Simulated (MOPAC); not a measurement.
MOPAC input (PM7):

```
PM7 FORCE THERMO(298,298) PRECISE LET UHF MS=0.5 GEO-OK AUX(PRECISION=9) THREADS=1
CHS

C    -0.94872288 1   -0.02599853 1   -0.05328398 1
S     0.47338419 1    0.01785710 1    0.02338006 1
H    -1.99088564 1   -0.05862441 1   -0.10914588 1
```

Output:

```
 *******************************************************************************
 **                                                                           **
 **                              MOPAC v23.2.5                                **
 **                                                                           **
 *******************************************************************************
 ** MOPAC's Digital Object Identifier: https://doi.org/10.5281/zenodo.6511958 **
 **                                                                           **
 ** Please cite the open-source release paper for use of this MOPAC version:  **
 ** J. E. Moussa and J. J. P. Stewart (2026)                                  **
 ** MOPAC: An open-source semiempirical molecular orbital program             **
 ** J. Open Source Softw., 11(119), 8025, https://doi.org/10.21105/joss.08025 **
 *******************************************************************************

                              PM7 CALCULATION RESULTS

 *******************************************************************************
 *  PM7        - The PM7 Hamiltonian to be used
 *  GEO-OK     - OVERRIDE INTERATOMIC DISTANCE AND OTHER SAFETY CHECKS
 *  UHF        - UNRESTRICTED HARTREE-FOCK CALCULATION
 *  MS=        - IN MECI, MAGNETIC COMPONENT OF SPIN =  0.5
 *  LET        - OVERRIDE SOME SAFETY CHECKS
 *  PRECISE    - TIGHTER CRITERIA TO BE USED
 *  FORCE      - FORCE CALCULATION SPECIFIED
 *  AUX        - OUTPUT AUXILIARY INFORMATION
 *  THERMO     - THERMODYNAMIC QUANTITIES TO BE CALCULATED
 *******************************************************************************
PM7 FORCE THERMO(298,298) PRECISE LET UHF MS=0.5 GEO-OK AUX(PRECISION=9) THREADS=1
 CHS

   ATOM   CHEMICAL          X               Y               Z
  NUMBER   SYMBOL      (ANGSTROMS)     (ANGSTROMS)     (ANGSTROMS)

     1       C         -0.94872288  *  -0.02599853  *  -0.05328398  *
     2       S          0.47338419  *   0.01785710  *   0.02338006  *
     3       H         -1.99088564  *  -0.05862441  *  -0.10914588  *

          CARTESIAN COORDINATES

    NO.       ATOM           X           Y           Z

     1         C         -0.9487     -0.0260     -0.0533
     2         S          0.4734      0.0179      0.0234
     3         H         -1.9909     -0.0586     -0.1091

 General Reference for PM7:
 "Optimization of Parameters for Semiempirical Methods VI: More Modifications to the
 NDDO Approximations and Re-optimization of Parameters", J. J. P. Stewart, J. Mol. Mod., 1:32, 19 (2013)
 https://link.springer.com/article/10.1007/s00894-012-1667-x

           Empirical Formula: C H S  =     3 atoms

      MOLECULAR POINT GROUP   :   C*v

          UHF CALCULATION, NO. OF ALPHA ELECTRONS =    6
                           NO. OF BETA  ELECTRONS =    5

          HEAT OF FORMATION =      47.386547 KCALS/MOLE

          CARTESIAN COORDINATE DERIVATIVES

   NUMBER  ATOM         X            Y            Z

     1       C      0.006004    -0.046008     0.000000
     2       S     -0.005686     0.019577     0.000000
     3       H     -0.000318     0.026431     0.000000

 DIPOLE           X         Y         Z       TOTAL
 POINT-CHG.    -0.281     0.001    -0.000     0.281
 HYBRID        -0.856     0.000     0.000     0.856
 SUM           -1.137     0.001    -0.000     1.137

          GRADIENT NORM =   0.05716

          MOLECULAR WEIGHT =   45.08

          ROTATIONAL CONSTANTS IN CM(-1)

          A =    0.00000000   B =    0.76608870   C =    0.76608869

           PRINCIPAL MOMENTS OF INERTIA IN UNITS OF 10**(-40)*GRAM-CM**2

          A =        0.0000   B =       36.5398   C =       36.5398

          ORIENTATION OF MOLECULE IN FORCE CALCULATION

    NO.       ATOM         X         Y         Z

     1          C      -0.9900   -0.0000    0.0000
     2          S       0.4348   -0.0000    0.0000
     3          H      -2.0342    0.0006   -0.0000

    FIRST DERIVATIVES WILL BE USED IN THE CALCULATION OF SECOND DERIVATIVES

    FOR POINT-GROUP C*v  THERE ARE  84 UNIQUE SYMMETRY FUNCTIONS.

(To convert to Hartree/Bohr^2, multiply by (10^(-21) x N x a0^2)/(4.184 x 627.51) =  0.0642)

           FORCE MATRIX IN MILLIDYNES/ANGSTROM

                  C  1       S  2       H  3
 ------------------------------------------
     C    1  13.238725
     S    2   9.421401   9.895258
     H    3   3.858652   0.619401   4.273561

          HEAT OF FORMATION =      47.386547 KCALS/MOLE

          ZERO POINT ENERGY       8.411 KCAL/MOL

           NORMAL COORDINATE ANALYSIS (Total motion = 1 Angstrom)

   Root No.       1         2         3         4

                 1 Pi      1 Pi      1 Sig     2 Sig

                 880.4     880.4    1344.7    2777.9

           1   -0.0000    0.0000    0.3951   -0.0833
           2   -0.1244    0.0008   -0.0000   -0.0000
           3   -0.0008   -0.1244    0.0000    0.0000
           4    0.0000   -0.0000   -0.1619    0.0025
           5    0.0197   -0.0001    0.0000    0.0000
           6    0.0001    0.0197   -0.0000   -0.0000
           7    0.0001   -0.0000    0.4430    0.9142
           8    0.8558   -0.0057   -0.0000   -0.0001
           9    0.0057    0.8558    0.0000    0.0000

           MASS-WEIGHTED COORDINATE ANALYSIS (NORMAL COORDINATES)

   Root No.       1         2         3         4

                 1 Pi      1 Pi      1 Sig     2 Sig

                 880.4     880.4    1344.7    2777.9

           1   -0.0000    0.0000    0.8022   -0.3001
           2   -0.4456    0.0030   -0.0000   -0.0001
           3   -0.0030   -0.4456    0.0000    0.0000
           4    0.0000   -0.0000   -0.5372    0.0145
           5    0.1153   -0.0008    0.0000    0.0001
           6    0.0008    0.1153   -0.0000   -0.0000
           7    0.0001   -0.0000    0.2606    0.9538
           8    0.8877   -0.0059   -0.0000   -0.0001
           9    0.0059    0.8877    0.0000    0.0000

          DESCRIPTION OF VIBRATIONS

 VIBRATION          2    1Pi         ATOM PAIR     ENERGY CONTRIBUTION    RADIAL
 FREQUENCY           880.38         C 1 -- H 3         +95.6% ( 98.7%)      0.0%
 TRANSITION DIPOLE   0.6855         C 1 -- S 2          +4.4% ( 21.2%)      0.0%
 TRAVEL (Ang.)       0.2632
 REDUCED MASS        1.1054
 EFFECTIVE MASS      2.4192
 FORCE CONSTANT      0.5048

 VIBRATION          3    1Sig        ATOM PAIR     ENERGY CONTRIBUTION    RADIAL
 FREQUENCY          1344.66         C 1 -- S 2         +69.1% (106.4%)    100.0%
 TRANSITION DIPOLE   0.0395         C 1 -- H 3         +30.9% ( 71.2%)    100.0%
 TRAVEL (Ang.)       0.0810
 REDUCED MASS        7.6487
 EFFECTIVE MASS     17.1525
 FORCE CONSTANT      8.1482

 VIBRATION          4    2Sig        ATOM PAIR     ENERGY CONTRIBUTION    RADIAL
 FREQUENCY          2777.94         C 1 -- H 3         +97.8% (100.0%)    100.0%
 TRANSITION DIPOLE   1.3664         C 1 -- S 2          +2.2% ( 15.0%)    100.0%
 TRAVEL (Ang.)       0.1614
 REDUCED MASS        0.9316
 EFFECTIVE MASS      1.5972
 FORCE CONSTANT      4.2355

      SYMMETRY NUMBER FOR POINT-GROUP C*v =  1

          SYSTEM IS A GROUND STATE

 CHS

          MOLECULE IS LINEAR

          THERE ARE  4 GENUINE VIBRATIONS IN THIS SYSTEM
          THIS THERMODYNAMICS CALCULATION IS LIMITED TO
          MOLECULES WHICH HAVE NO INTERNAL ROTATIONS

                    CALCULATED THERMODYNAMIC PROPERTIES
                                          *
   TEMP. (K)   PARTITION FUNCTION   H.O.F.    ENTHALPY  HEAT CAPACITY ENTROPY
                                   KCAL/MOL   CAL/MOLE    CAL/K/MOL  CAL/K/MOL

 298.00  VIB.     0.1031D+01                    78.6521     1.1813     0.3240
         ROT.     0.2704D+03                   592.1869     1.9872    13.1151
         INT.     0.2787D+03                   670.8390     3.1685    13.4391
         TRA.     0.2926D+27                  1480.4672     4.9680    37.3408
         TOT.                       47.387    2151.3061     8.1365    50.7799

   *: NOTE: HEATS OF FORMATION ARE RELATIVE TO THE
            ELEMENTS IN THEIR STANDARD STATE AT 298K
              (=  Standard Enthalpy of Formation).

            Hvib:  Zero-point energy is not included.
                   frequencies of less than zero cm-1 are not included.
            Hrot = (3/2)RT
            Htra = (3/2)RT + pV = (5/2)RT

            Heat capacity is Cp, not Cv

          For more information, see: HTTP://OpenMOPAC.net/Manual/thermochemistry.html

           FORCE CONSTANT IN CARTESIAN COORDINATES (Millidynes/A)

    ATOM   CHEMICAL       X               Y               Z
   NUMBER   SYMBOL  FORCE CONSTANT  FORCE CONSTANT  FORCE CONSTANT

      1       C       13.151216        1.091005        1.091005
      2       S        9.887386        0.195441        0.195441
      3       H        4.241930        0.362527        0.362527

 **********************
 *                    *
 * JOB ENDED NORMALLY *
 *                    *
 **********************

 == MOPAC DONE ==
```
